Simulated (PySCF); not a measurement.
Vertical excitations of a molecule C₂H₈BFN₂ from PySCF 2.14.0 with TDDFT-ωB97X/def2-SVPD, as energy in eV (oscillator strength): 6.39 (0.025), 7.34 (0.002), 7.82 (0.011), 8.21 (0.312), 8.22 (0.092), 8.38 (0.027), 8.76 (0.004), 8.98 (0.006), 9.30 (0.038), 9.31 (0.008). Lowest triplet (TDA): 6.35 eV. Geometry optimised at B3LYP-D3(BJ)/def2-SVP. One conformer was computed; it need not be the lowest.

Q: Which molecule gave these data?
A. CNB(F)NC
B. CCNB(N)F
C. C[C@H](F)B(N)N
D. CN(C)B(N)F

A: D, CN(C)B(N)F
